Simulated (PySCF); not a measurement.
GaHO, neutral, multiplicity 1. Atoms are numbered in the order given.

```xyz
3

Ga     0.0000     0.0000    -0.4290
O      0.0000     0.0000     1.3703
H      0.0000     0.0000     2.3354
```

The structure is a stationary point at PBE-D3(BJ)/def2-TZVP. The geometry has at least one imaginary mode, so it is a saddle point at that level.

Level of theory: PBE/pcSseg-2 run with PySCF.

GIAO shieldings, no solvent; atoms alike by connectivity are averaged. δ = σ(ref) − σ: ¹⁷O against H2O (σ = 327.5 ppm); ¹H against TMS (σ = 31.47 ppm), references at their B3LYP-D3(BJ)/def2-TZVP geometries, non-relativistic.

Question: Estimate the chemical shifts. (An estimate is asked for; the answer gives what the named calculation found.)

Answer: 
```tsv
nucleus	atoms	count	δ (ppm)
¹⁷O	O2	1	132.7
¹H	H3	1	2.90
```
